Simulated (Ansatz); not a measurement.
`[NH2][GaH][AsH2]` + HBr → `[NH2][GaH][Br]` + `[AsH3]` at 700 K and 1 bar (cleavage of the Ga–As bond).

Program: Ansatz. Geometries: PBE0-D4/def2-TZVP. ΔE: electronic, gas phase. CBS: MP2 limit from def2 TZ/QZ plus the TZ coupled-cluster correction, frozen cores. For As, Br, Ga outer-core shells are correlated without core-valence functions, which leaves a few kJ/mol of doubt a bond. Scalar relativity is left out up to krypton. Each species was taken in one conformer, which may not be the lowest.

| species | CCSD(T)/CBS energy (Eh) | H − E (kJ/mol) | S (J/(mol·K)) |
| --- | --- | --- | --- |
| `[NH2][GaH][AsH2]` | -4216.68718 | 193.4 | 442.2 |
| HBr | -2573.91920 | 36.5 | 223.7 |
| `[NH2][GaH][Br]` | -4553.84396 | 140.5 | 397.2 |
| `[AsH3]` | -2236.79077 | 87.1 | 262.7 |

H − E and S are ideal-gas, rigid-rotor, harmonic terms from PBE0-D4/def2-TZVP, for one conformer and one mirror image of each species. 1 Eh = 2625.50 kJ/mol, R = 8.31446 J/(mol·K).

By hand: ΔE, ΔH, ΔS and ΔG.

ΔE = (-4553.84396) + (-2236.79077) − (-4216.68718) − (-2573.91920) = -0.02835 Eh = -74.4 kJ/mol. Δ(H − E) = 140.5 + 87.1 − 193.4 − 36.5 = -2.3, so ΔH = -76.7 kJ/mol. ΔS = 397.2 + 262.7 − 442.2 − 223.7 = -6.0 J/(mol·K). ΔG = -76.7 − 700 × (-6.0)/1000 = -72.5 kJ/mol.

By hand: the equilibrium constant, and the temperature at which ΔG would vanish if ΔH and ΔS stayed fixed.

log₁₀ K = −ΔG/(RT ln 10) = 5.4. ΔG = 0 at ΔH/ΔS = 12783 K, far beyond where these terms or the molecules hold.

The number of gas molecules stays the same, so ΔS is small and ΔH decides. A doubt of 5 kJ/mol in ΔE shifts log₁₀ K by 0.4 here. Other conformers and mirror images would add mixing entropy, several J/(mol·K) or more a flexible species. These are equilibria of isolated gas molecules and say nothing of rates. Largest T1 diagnostic: 0.013 (customary marks: 0.02 for closed shells, 0.045 for open ones).
